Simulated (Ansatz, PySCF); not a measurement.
Molecule: PH, net charge 0, triplet state. SMILES: [PH]
Structure (B3LYP-D3(BJ)/def2-TZVP (Ansatz, an electronic-structure program) minimum search):
```xyz
2

P      0.0000     0.0000    -0.0893
H      0.0000     0.0000     1.3392
```
Charge 0, spin multiplicity 3.

Unscaled harmonic wavenumbers (cm⁻¹) in rising order, each level at the stationary point that it reaches from this structure (no distance between atoms moves by over 0.3 Å); the order of modes can differ between levels, and a negative number is imaginary. B3LYP-D3(BJ)/def2-TZVP (PySCF, at the structure above): 2341.

HF/3-21G (Ansatz): 2273. Zero-point energy 3.2 against 3.3 kcal/mol; where all levels lie over 400 cm⁻¹, the wavenumbers are on average 0.971 times those of B3LYP-D3(BJ)/def2-TZVP.

HF/6-31G* (Ansatz): 2557. Zero-point energy 3.7 against 3.3 kcal/mol; where all levels lie over 400 cm⁻¹, the wavenumbers are on average 1.092 times those of B3LYP-D3(BJ)/def2-TZVP.

B3LYP/6-31G* (Ansatz): 2349. Zero-point energy 3.4 against 3.3 kcal/mol; where all levels lie over 400 cm⁻¹, the wavenumbers are on average 1.003 times those of B3LYP-D3(BJ)/def2-TZVP.
